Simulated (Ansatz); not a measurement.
Geometry optimisation, Ansatz, RKS r2SCANh/6-31G.

input.yaml

```yaml
crystal:
  periodic: [false, false, false]
  atoms:
    - { symbol: C, position_ang: [0.0544, 0.9935, -0.0416] }
    - { symbol: B, position_ang: [-0.1126, -0.5119, -0.388] }
    - { symbol: S, position_ang: [1.0739, -1.7349, 0.3478] }
    - { symbol: Cl, position_ang: [-1.3698, -1.1004, -1.5101] }
    - { symbol: H, position_ang: [0.8611, 1.2106, 0.6154] }
    - { symbol: H, position_ang: [0.1656, 1.6233, -0.9936] }
    - { symbol: H, position_ang: [-0.9046, 1.3841, 0.4344] }
    - { symbol: H, position_ang: [0.3242, -1.9213, 1.4798] }
basis:
  gaussian: { orbitals: "6-31G" }
hamiltonian:
  xc: r2scanh
relax:
  f_tol: 0.02
  max_steps: 40
scf:
  lower_state_search: "off"
```

Command:

```bash
$ ansatz run input.yaml --threads 1 --pin off --max-ram 2048MiB --backend cpu --events-out ev --progress --plain --runs-dir out
```

Question: Where does it end, and by what steps?

Answer: It converged. The force dipped under the threshold on the way, but the program's further checks kept it going. Limits of this set-up: no polarisation functions. After 17 steps the energy has fallen by 0.719 eV; H8 moved furthest, 1.01 Å.

| step | energy less start (eV) | largest force component (eV/Å) | accepted |
| --- | --- | --- | --- |
| 0 | 0.0000 | 2.070 | yes |
| 1 | -0.1189 | 0.513 | yes |
| 2 | -0.1670 | 0.534 | yes |
| 3 | -0.2360 | 1.152 | yes |
| 4 | -0.3810 | 1.341 | yes |
| 5 | -0.5212 | 1.008 | yes |
| 6 | -0.6741 | 0.585 | yes |
| 7 | -0.6999 | 0.319 | yes |
| 8 | -0.6979 | 0.520 | no |
| 9 | -0.7146 | 0.104 | yes |
| 10 | -0.7175 | 0.021 | yes |
| 11 | -0.7178 | 0.120 | yes |
| 12 | -0.7185 | 0.018 | yes |
| 13 | -0.7189 | 0.018 | yes |
| 14 | -0.7169 | 0.159 | no |
| 15 | -0.7192 | 0.031 | yes |
| 16 | -0.7193 | 0.024 | yes |
| 17 | -0.7193 | 0.009 | yes |

```xyz
8
Properties=species:S:1:pos:R:3
C -0.027 0.917 0.019
B -0.247 -0.563 -0.399
S 0.470 -2.030 0.430
Cl -1.304 -0.931 -1.828
H 0.632 1.043 0.882
H 0.391 1.487 -0.821
H -0.992 1.387 0.252
H 1.170 -1.367 1.409
```

Whether the end is a true minimum wasn't checked by a vibrational analysis.

Run time: 30 s on 1 thread of Intel(R) Xeon(R) 6975P-C (Granite Rapids) (shared host), peak memory 0.16 GiB.
